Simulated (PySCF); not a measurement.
**Polarisability and C₆ of Xe (xenon, neutral)**

[Xe], closed-shell 1S. Computed with PySCF 2.14 in aug-cc-pwCVTZ-PP with ECP28MDF, with scalar relativity through the core potential. Coupled (time-dependent) response in atomic units; α is the mean over directions.

```
 method  mean α (bohr³)  C₆ (like pair)  S(−4)
    UHF           26.60           282.8  115.4
    PBE           28.60           307.9  144.5
   PBE0           27.62           295.3  130.0
wB97X-V           27.38           292.0  126.7
 PBEsol           28.48           306.4  142.6
```

S(−4) is the Cauchy moment in α(ω) = α(0) + S(−4) ω² + …

Reference α: 27.32 ± 0.2 bohr³ (recommended; Schwerdtfeger and Nagle, table of static dipole polarizabilities (2023 update)). Published C₆: 302.0 (Gould and Bucko (2016)).

α(iu) at PBE:

| u (hartree) | α(iu) (bohr³) |
| --- | --- |
| 0 | 28.60 |
| 0.0500 | 28.24 |
| 0.100 | 27.24 |
| 0.200 | 24.01 |
| 0.300 | 20.27 |
| 0.500 | 14.01 |
| 0.750 | 9.139 |
| 1.00 | 6.374 |
| 1.50 | 3.658 |
| 2.00 | 2.433 |
| 3.00 | 1.360 |
| 5.00 | 0.6322 |

Energies and moments cover only the electrons outside the core potential.
